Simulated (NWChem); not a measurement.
System: BeF, doublet; SMILES [F][Be]

The following NWChem deck was run.

```
start job
memory heap 200 mb stack 900 mb global 1100 mb
geometry units angstroms noautosym nocenter noautoz
  Be     0.000000     0.000000    -0.967189
  F      0.000000     0.000000     0.429859
end
basis spherical
  * library 6-31g*
end
dft
  odft
  mult 2
  xc xpbe96 cpbe96
  iterations 150
end
property
  hyperfine
end
task dft property
```

Output (shortened):

```
             Northwest Computational Chemistry Package (NWChem) 7.3.0
             --------------------------------------------------------

                             Geometry "geometry" -> ""
                             -------------------------

 Output coordinates in angstroms (scale by  1.889725989 to convert to a.u.)

  No.       Tag          Charge          X              Y              Z
 ---- ---------------- ---------- -------------- -------------- --------------
    1 Be                   4.0000     0.00000000     0.00000000    -0.96718900
    2 F                    9.0000     0.00000000     0.00000000     0.42985900

 Effective nuclear repulsion energy (a.u.)      13.6361678081

  pbe96 is a nonlocal functional; adding pw91lda local functional.
                              NWChem Property Module
                              ----------------------

  itol2e modified to match energy
  convergence criterion.

                                 NWChem DFT Module
                                 -----------------

 Summary of "ao basis" -> "ao basis" (spherical)
 ------------------------------------------------------------------------------
       Tag                 Description            Shells   Functions and Types
 ---------------- ------------------------------  ------  ---------------------
 Be                          6-31g*                  6       14   3s2p1d
 F                           6-31g*                  6       14   3s2p1d

  itol2e modified to match energy
  convergence criterion.

            General Information
            -------------------
          SCF calculation type: DFT
          Wavefunction type:  spin polarized.
          No. of atoms     :     2
          No. of electrons :    13
           Alpha electrons :     7
            Beta electrons :     6
          Charge           :     0
          Spin multiplicity:     2
          Use of symmetry is: off; symmetry adaption is: off
          Maximum number of iterations: 150
          AO basis - number of functions:    28
                     number of shells:    12
          Convergence on energy requested:  1.00D-07
          Convergence on density requested:  1.00D-05
          Convergence on gradient requested:  5.00D-04

              XC Information
              --------------
          PerdewBurkeErnzerhof Exchange Functional  1.000
            Perdew 1991 LDA Correlation Functional  1.000 local
           PerdewBurkeErnz. Correlation Functional  1.000 non-local

             Grid Information
             ----------------
          Grid used for XC integration:  fine
          Radial quadrature: Mura-Knowles
          Angular quadrature: Lebedev.
          Tag              B.-S. Rad. Rad. Pts. Rad. Cut. Ang. Pts.
          ---              ---------- --------- --------- ---------
          Be                  1.05       70           6.0       590
          F                   0.50       70           6.0       590
          Grid pruning is: on
          Number of quadrature shells:   140
          Spatial weights used:  Erf1

      Superposition of Atomic Density Guess
      -------------------------------------

 Sum of atomic energies:        -113.93909606

      Non-variational initial energy
      ------------------------------

 Total energy =    -114.022497
 1-e energy   =    -185.019696
 2-e energy   =      57.361032
 HOMO         =      -0.197209
 LUMO         =       0.107374

   convergence    iter        energy       DeltaE   RMS-Dens  Diis-err
 ---------------- ----- ----------------- --------- --------- ---------
 d= 0,ls=0.0,diis     1   -114.3917770609 -1.28D+02  3.12D-02  1.43D-01
                                                     2.11D-02  1.26D-01
 d= 0,ls=0.0,diis     2   -113.8177767593  5.74D-01  1.69D-02  1.75D+00
                                                     1.50D-02  1.76D+00
 d= 0,ls=0.0,diis     3   -114.4713901041 -6.54D-01  1.04D-03  1.56D-03
                                                     7.48D-04  1.60D-03
 d= 0,ls=0.0,diis     4   -114.4721172050 -7.27D-04  1.34D-04  4.06D-05
                                                     1.06D-04  4.20D-05
 d= 0,ls=0.0,diis     5   -114.4721330288 -1.58D-05  1.35D-05  9.33D-07
                                                     7.81D-06  6.81D-07
 d= 0,ls=0.0,diis     6   -114.4721332789 -2.50D-07  5.96D-06  3.02D-08
                                                     4.12D-06  2.52D-08
 d= 0,ls=0.0,diis     7   -114.4721332944 -1.55D-08  1.04D-06  1.39D-09
                                                     5.25D-07  1.32D-09

         Total DFT energy =     -114.472133294383
      One electron energy =     -186.118158961122
           Coulomb energy =       71.227691104307
    Exchange-Corr. energy =      -13.217833245681
 Nuclear repulsion energy =       13.636167808113

 Numeric. integr. density =       13.000000014859

                    DFT Final Alpha Molecular Orbital Analysis
                    ------------------------------------------

 Vector    5  Occ=1.000000D+00  E=-3.431694D-01
              MO Center=  4.7D-12, -3.0D-10,  3.2D-01, r^2= 6.3D-01
   Bfn.  Coefficient  Atom+Function         Bfn.  Coefficient  Atom+Function
  ----- ------------  ---------------      ----- ------------  ---------------
    17      0.501988  2 F  px                18      0.381310  2 F  py
    21      0.340638  2 F  px                22      0.258748  2 F  py
     3      0.116771  1 Be px                 4      0.088699  1 Be py
     7      0.066647  1 Be px                 8      0.050625  1 Be py

 Vector    6  Occ=1.000000D+00  E=-3.431694D-01
              MO Center= -3.0D-10,  4.6D-10,  3.2D-01, r^2= 6.3D-01
   Bfn.  Coefficient  Atom+Function         Bfn.  Coefficient  Atom+Function
  ----- ------------  ---------------      ----- ------------  ---------------
    18      0.501988  2 F  py                17     -0.381310  2 F  px
    22      0.340638  2 F  py                21     -0.258748  2 F  px
     4      0.116771  1 Be py                 3     -0.088699  1 Be px
     8      0.066647  1 Be py                 7     -0.050625  1 Be px

 Vector    7  Occ=1.000000D+00  E=-1.895887D-01
              MO Center=  2.7D-09, -1.9D-09, -1.6D+00, r^2= 1.8D+00
   Bfn.  Coefficient  Atom+Function         Bfn.  Coefficient  Atom+Function
  ----- ------------  ---------------      ----- ------------  ---------------
     6      0.692350  1 Be s                  5     -0.328797  1 Be pz
     2      0.238140  1 Be s                  1     -0.189029  1 Be s
     9     -0.171696  1 Be pz                19      0.114498  2 F  pz
    23      0.069244  2 F  pz                16     -0.042336  2 F  s
    20     -0.041449  2 F  s

 Vector    8  Occ=0.000000D+00  E=-3.591866D-02
              MO Center=  6.3D-11, -4.1D-10, -9.7D-01, r^2= 2.7D+00
   Bfn.  Coefficient  Atom+Function         Bfn.  Coefficient  Atom+Function
  ----- ------------  ---------------      ----- ------------  ---------------
     7      0.435597  1 Be px                 8      0.436486  1 Be py
     3      0.345106  1 Be px                 4      0.345810  1 Be py
    17     -0.173378  2 F  px                18     -0.173732  2 F  py
    21     -0.165896  2 F  px                22     -0.166235  2 F  py
    11     -0.031738  1 Be d -1              13      0.031673  1 Be d  1

 Vector    9  Occ=0.000000D+00  E=-3.591866D-02
              MO Center= -9.6D-10,  9.7D-10, -9.7D-01, r^2= 2.7D+00
   Bfn.  Coefficient  Atom+Function         Bfn.  Coefficient  Atom+Function
  ----- ------------  ---------------      ----- ------------  ---------------
     7      0.436486  1 Be px                 8     -0.435597  1 Be py
     3      0.345810  1 Be px                 4     -0.345106  1 Be py
    17     -0.173732  2 F  px                18      0.173378  2 F  py
    21     -0.166235  2 F  px                22      0.165896  2 F  py
    11      0.031673  1 Be d -1              13      0.031738  1 Be d  1

 Vector   10  Occ=0.000000D+00  E= 7.800307D-02
              MO Center= -1.1D-09,  1.1D-09, -4.5D-01, r^2= 4.1D+00
   Bfn.  Coefficient  Atom+Function         Bfn.  Coefficient  Atom+Function
  ----- ------------  ---------------      ----- ------------  ---------------
     9      1.046489  1 Be pz                 6      0.742982  1 Be s
    20     -0.625802  2 F  s                 16     -0.138542  2 F  s
     2     -0.130445  1 Be s                  5      0.110859  1 Be pz
    19      0.087661  2 F  pz                 1     -0.080355  1 Be s
    15      0.070575  2 F  s                 23      0.067263  2 F  pz

                     DFT Final Beta Molecular Orbital Analysis
                     -----------------------------------------

 Vector    4  Occ=1.000000D+00  E=-3.872539D-01
              MO Center=  2.6D-10, -3.1D-10,  4.1D-01, r^2= 5.4D-01
   Bfn.  Coefficient  Atom+Function         Bfn.  Coefficient  Atom+Function
  ----- ------------  ---------------      ----- ------------  ---------------
    19      0.621186  2 F  pz                23      0.360262  2 F  pz
     5     -0.221046  1 Be pz                20      0.204769  2 F  s
     2     -0.194941  1 Be s                  1      0.105567  1 Be s
    16      0.083314  2 F  s                  9      0.074538  1 Be pz
    15     -0.040401  2 F  s                 12     -0.034110  1 Be d  0

 Vector    5  Occ=1.000000D+00  E=-3.426953D-01
              MO Center= -6.1D-10,  5.6D-10,  3.4D-01, r^2= 5.9D-01
   Bfn.  Coefficient  Atom+Function         Bfn.  Coefficient  Atom+Function
  ----- ------------  ---------------      ----- ------------  ---------------
    17      0.466963  2 F  px                18     -0.432468  2 F  py
    21      0.317742  2 F  px                22     -0.294270  2 F  py
     3      0.094924  1 Be px                 4     -0.087912  1 Be py
     7      0.051810  1 Be px                 8     -0.047983  1 Be py

 Vector    6  Occ=1.000000D+00  E=-3.426953D-01
              MO Center=  8.3D-11, -2.5D-10,  3.4D-01, r^2= 5.9D-01
   Bfn.  Coefficient  Atom+Function         Bfn.  Coefficient  Atom+Function
  ----- ------------  ---------------      ----- ------------  ---------------
    18      0.466963  2 F  py                17      0.432468  2 F  px
    22      0.317742  2 F  py                21      0.294270  2 F  px
     4      0.094924  1 Be py                 3      0.087912  1 Be px
     8      0.051810  1 Be py                 7      0.047983  1 Be px

 Vector    7  Occ=0.000000D+00  E=-9.970371D-02
              MO Center=  1.7D-09, -7.7D-09, -1.4D+00, r^2= 2.1D+00
   Bfn.  Coefficient  Atom+Function         Bfn.  Coefficient  Atom+Function
  ----- ------------  ---------------      ----- ------------  ---------------
     6      0.841354  1 Be s                  5     -0.262362  1 Be pz
     1     -0.202090  1 Be s                  2      0.163119  1 Be s
    19      0.123297  2 F  pz                20     -0.117308  2 F  s
    16     -0.067237  2 F  s                  9     -0.063708  1 Be pz
    23      0.058664  2 F  pz                12     -0.047063  1 Be d  0

 Vector    8  Occ=0.000000D+00  E= 1.154280D-02
              MO Center= -3.7D-09,  3.6D-09, -9.5D-01, r^2= 2.8D+00
   Bfn.  Coefficient  Atom+Function         Bfn.  Coefficient  Atom+Function
  ----- ------------  ---------------      ----- ------------  ---------------
     7      0.459131  1 Be px                 8     -0.450905  1 Be py
     3      0.336271  1 Be px                 4     -0.330246  1 Be py
    17     -0.170463  2 F  px                18      0.167409  2 F  py
    21     -0.163505  2 F  px                22      0.160575  2 F  py

 Vector    9  Occ=0.000000D+00  E= 1.154280D-02
              MO Center=  2.3D-09,  1.7D-09, -9.5D-01, r^2= 2.8D+00
   Bfn.  Coefficient  Atom+Function         Bfn.  Coefficient  Atom+Function
  ----- ------------  ---------------      ----- ------------  ---------------
     8      0.459131  1 Be py                 7      0.450905  1 Be px
     4      0.336271  1 Be py                 3      0.330246  1 Be px
    18     -0.170463  2 F  py                17     -0.167409  2 F  px
    22     -0.163505  2 F  py                21     -0.160575  2 F  px

   alpha - beta orbital overlaps
   -----------------------------

   alpha      1      2      3      4      5      6      7      8      9     10
    beta      1      2      3      4      6      5      7      9      8     10
 overlap   1.000  1.000  1.000  1.000  0.984  0.984  0.987  0.999  0.999  0.988

   alpha     11     12     13     14     15     16     17     18     19     20
    beta     11     12     13     14     15     16     17     18     19     20
 overlap   0.995  0.995  0.996  0.995  1.000  1.000  0.997  0.997  0.989  0.999

[...]

          ----------------------
          Hyperfine Interactions
          ----------------------

 Total Spin Density (Fermi Contact Term)
 ------------------ --------------------
     Atom            x         y         z       Density (a.u.)      Aiso(MHz)     Aiso(Gauss)
     1   9-Be     0.00000   0.00000  -1.82772       0.498617       -313.331040    -111.804118
     2  19-F      0.00000   0.00000   0.81232       0.043390        182.560190      65.141905

           -------------------------------------------
           Anisotropic Interaction (Spin-Dipolar Term)
           -------------------------------------------

 ------------------------------------------------------------
     Atom            x         y         z
 ------------------------------------------------------------
     1   9-Be     0.00000   0.00000  -1.82772

   Spin-Dipolar term (a.u.)
        xx             yy             zz             xy             xz             yz
 ------------------------------------------------------------------------------------------
      -0.034980      -0.034980       0.069960      -0.000000      -0.000000       0.000000

   Principal Comp. of -hf- tensor (au)            Anisotropic -hfcc- (MHz)               Anisotropic -hfcc- (Gauss)
 --------------------------------------------------------------------------------------------------------------------------
     -0.034980    -0.034980     0.069960       2.623849     2.623849    -5.247698       0.936253     0.936253    -1.872506

   Orientation of the principal axis of Hyperfine Tensor w.r.t absolute (molecular) frame
 --------------------------------------------------------------------------------------------------------------------------
      0.725651     0.688063    -0.000000
     -0.688063     0.725651     0.000000
      0.000000     0.000000     1.000000

 ------------------------------------------------------------
     Atom            x         y         z
 ------------------------------------------------------------
     2  19-F      0.00000   0.00000   0.81232

   Spin-Dipolar term (a.u.)
        xx             yy             zz             xy             xz             yz
 ------------------------------------------------------------------------------------------
      -0.116680      -0.116680       0.233360       0.000000       0.000000      -0.000000

   Principal Comp. of -hf- tensor (au)            Anisotropic -hfcc- (MHz)               Anisotropic -hfcc- (Gauss)
 --------------------------------------------------------------------------------------------------------------------------
     -0.116680    -0.116680     0.233360     -58.599782   -58.599782   117.199564     -20.909824   -20.909824    41.819648

   Orientation of the principal axis of Hyperfine Tensor w.r.t absolute (molecular) frame
 --------------------------------------------------------------------------------------------------------------------------
      0.752777     0.658276     0.000000
     -0.658276     0.752777    -0.000000
     -0.000000    -0.000000     1.000000
```

Level: PBE/6-31G* (spherical d), spin-unrestricted, contact and dipolar terms. Coordinates come from a PBE0/def2-SVP, spin-unrestricted optimisation. This spin state was assumed; another may lie lower. No stability test was run on the SCF state.
